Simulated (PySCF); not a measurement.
Predicted microwave data (PBE0-D3(BJ)/def2-SVP geometry optimisation, gas phase (PySCF)) for one isomer of C6H9N3:

| Property | Result |
| --- | --- |
| Rotational constants | A = 2393, B = 1466, C = 919.5 MHz |
| Dipole components | \|μa\| = 0.50 D, \|μb\| = 0.11 D, \|μc\| = 0.02 D |
| Inertial defect | -6.43 u·Å² |
| κ | -0.26 |

Question: Which structure is it? (One computed conformer of each.)
A. `[CH2:1]=[CH:2][c:3]1[n:4][n:5]([CH3:6])[n:7][c:8]1[CH3:9]` with C1–C2–C3–N4 0°
B. `[CH2:1]=[CH:2][CH2:3][n:4]1[cH:5][c:6]([CH3:7])[n:8][n:9]1` with C1–C2–C3–N4 -124°, C2–C3–N4–C5 55°
C. `[CH2:1]=[CH:2][n:3]1[n:4][c:5]([CH3:6])[c:7]([CH3:8])[n:9]1` with C1–C2–N3–N4 180°
D. `[CH3:1][CH2:2][c:3]1[cH:4][n:5][n:6][c:7]([CH3:8])[n:9]1` with C1–C2–C3–C4 127°

Answer: A. It is C=Cc1nn(C)nc1C, an asymmetric top. The candidates at the same level (rigid rotor, commonest isotopes):

```json
{"SMILES": "C=Cc1nn(C)nc1C", "A (MHz)": "2393", "B (MHz)": "1466", "C (MHz)": "919.5", "μa (D)": "0.50", "μb (D)": "0.11", "μc (D)": "0.02", "Δ (u·Å²)": "-6.43", "point group": "–", "rotor": "asymmetric top"}
{"SMILES": "C=CCn1cc(C)nn1", "A (MHz)": "4192", "B (MHz)": "940.0", "C (MHz)": "804.4", "μa (D)": "3.01", "μb (D)": "3.16", "μc (D)": "0.84", "Δ (u·Å²)": "-29.90", "point group": "C1", "rotor": "near-prolate asymmetric top"}
{"SMILES": "C=Cn1nc(C)c(C)n1", "A (MHz)": "3384", "B (MHz)": "1211", "C (MHz)": "901.8", "μa (D)": "1.20", "μb (D)": "0.18", "μc (D)": "0.00", "Δ (u·Å²)": "-6.34", "point group": "Cs", "rotor": "asymmetric top"}
{"SMILES": "CCc1cnnc(C)n1", "A (MHz)": "2882", "B (MHz)": "1301", "C (MHz)": "943.9", "μa (D)": "2.83", "μb (D)": "1.22", "μc (D)": "0.43", "Δ (u·Å²)": "-28.30", "point group": "C1", "rotor": "asymmetric top"}
```

`CCc1cnnc(C)n1` has A 20 % too high; `C=CCn1cc(C)nn1` has A 75 % too high; `C=Cn1nc(C)c(C)n1` has A 41 % too high. No structure here is proved a minimum.
